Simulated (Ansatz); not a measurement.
`N[Si]1(O)OB1Cl` at its PBE0-D4/def2-TZVP geometry, where that method's forces vanish. The species carries charge 0 and has multiplicity 1.

```json
{"atom": "N1", "x (Å)": "-1.077", "y (Å)": "-0.529", "z (Å)": "0.973"}
{"atom": "Si2", "x (Å)": "-0.038", "y (Å)": "-0.005", "z (Å)": "-0.251"}
{"atom": "O3", "x (Å)": "-0.387", "y (Å)": "-0.827", "z (Å)": "-1.617"}
{"atom": "O4", "x (Å)": "1.669", "y (Å)": "-0.051", "z (Å)": "-0.031"}
{"atom": "B5", "x (Å)": "1.337", "y (Å)": "1.262", "z (Å)": "-0.115"}
{"atom": "Cl6", "x (Å)": "2.358", "y (Å)": "2.658", "z (Å)": "-0.030"}
{"atom": "H7", "x (Å)": "-1.132", "y (Å)": "-0.047", "z (Å)": "1.854"}
{"atom": "H8", "x (Å)": "-1.419", "y (Å)": "-1.475", "z (Å)": "1.028"}
{"atom": "H9", "x (Å)": "-1.312", "y (Å)": "-0.985", "z (Å)": "-1.811"}
```

Task: For each bond, give half the difference of the two atoms' forces along it (eV/Å; positive pushes the atoms apart) under PBE-D4, r2SCAN-D4, B3LYP-D4, ωB97M-V in def2-TZVPP. (Estimate.)

Result: The calculation gave: 
```json
{"bond": "N1–Si2", "length (Å)": "1.689", "PBE-D4": "-0.04", "r2SCAN-D4": "-0.02", "B3LYP-D4": "0.05", "ωB97M-V": "0.06"}
{"bond": "N1–H7", "length (Å)": "1.006", "PBE-D4": "0.16", "r2SCAN-D4": "0.00", "B3LYP-D4": "-0.03", "ωB97M-V": "-0.03"}
{"bond": "N1–H8", "length (Å)": "1.007", "PBE-D4": "0.17", "r2SCAN-D4": "0.01", "B3LYP-D4": "-0.01", "ωB97M-V": "-0.04"}
{"bond": "Si2–O3", "length (Å)": "1.632", "PBE-D4": "0.29", "r2SCAN-D4": "0.05", "B3LYP-D4": "0.11", "ωB97M-V": "0.10"}
{"bond": "Si2–O4", "length (Å)": "1.722", "PBE-D4": "0.52", "r2SCAN-D4": "0.16", "B3LYP-D4": "0.07", "ωB97M-V": "-0.05"}
{"bond": "Si2–B5", "length (Å)": "1.875", "PBE-D4": "0.10", "r2SCAN-D4": "0.05", "B3LYP-D4": "-0.06", "ωB97M-V": "-0.11"}
{"bond": "O3–H9", "length (Å)": "0.958", "PBE-D4": "0.32", "r2SCAN-D4": "0.01", "B3LYP-D4": "-0.03", "ωB97M-V": "-0.07"}
{"bond": "O4–B5", "length (Å)": "1.357", "PBE-D4": "0.63", "r2SCAN-D4": "0.26", "B3LYP-D4": "0.03", "ωB97M-V": "0.03"}
{"bond": "B5–Cl6", "length (Å)": "1.732", "PBE-D4": "-0.03", "r2SCAN-D4": "0.01", "B3LYP-D4": "0.13", "ωB97M-V": "0.11"}
```

B3LYP here is the variant with VWN-RPA as its local correlation; programs differ in this.

Program: Ansatz 0.2.0.
